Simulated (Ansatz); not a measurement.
`C[CH](C)[SnH3]` + `N[SiH](O)F` → `N[SiH](F)[O][SnH3]` + `CCC`  (ligand exchange at the Sn–C bond)

Calculated with Ansatz (gas phase, PBE0-D4/def2-TZVP geometries, no zero-point term in ΔE). CBS: MP2 limit from def2 TZ/QZ plus the TZ coupled-cluster correction, frozen cores. This one scheme is used for every species. Functionals use def2-TZVPP. Elements past krypton have def2 core potentials. For Sn outer-core shells are correlated without core-valence functions, which leaves a few kJ/mol of doubt a bond. Each species was taken in one conformer, which may not be the lowest.

```tsv
level	ΔE (kJ/mol)
PBE0	-64.7
MP2/def2-QZVPP	-62.2
```

**Question.** What does CCSD(T)/CBS give? (Estimate.)

**Answer.** The calculation gave: -66.8 kJ/mol. The listed levels differ from it by 2.1, 4.6 kJ/mol.

Largest T1 diagnostic among the species: 0.013.

In def2-TZVPP, CCSD(T) changes the Hartree–Fock value by +25.2 kJ/mol (the triples alone add +2.3 kJ/mol) and MP2 by +29.8 kJ/mol.
